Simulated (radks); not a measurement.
F III, 7 electrons, occupied as [He] 2s2 2p3 (the NIST ground configuration).

All-electron calculation, Dirac Kohn-Sham, LDA (Slater exchange, Perdew-Zunger correlation), spin-unpolarised, spherical densities, point nucleus; open shells fill j = l - 1/2 first. Program: a radial shooting solver on a logarithmic mesh with Libxc functionals.

Energy parts (hartree):
| part | energy |
|---|---|
| total | -97.05613 |
| kinetic | 96.89951 |
| electron-nucleus | -222.98280 |
| Hartree | 37.51808 |
| exchange-correlation | -8.49092 |

Orbitals (lengths in bohr, moments of r in powers of bohr; r(max) is where P^2 peaks):
| orbital | occ. | eigenvalue (hartree) | r(max) | <1/r> | <r^2> | small-component weight |
|---|---|---|---|---|---|---|
| 1s1/2 | 2 | -25.93389 | 0.1149 | 8.592 | 0.04233 | 9.80e-04 |
| 2s1/2 | 2 | -2.48398 | 0.7380 | 1.581 | 1.016 | 1.31e-04 |
| 2p1/2 | 2 | -1.80646 | 0.6483 | 1.478 | 1.007 | 1.18e-04 |
| 2p3/2 | 1 | -1.80325 | 0.6494 | 1.475 | 1.010 | 1.17e-04 |

The highest occupied level is 2p3/2 at -49.069 eV. Summed over all electrons, <r^2> = 5.142 bohr^2, which gives a Langevin (diamagnetic) susceptibility term of -4.07 x 10^-6 cm^3/mol.
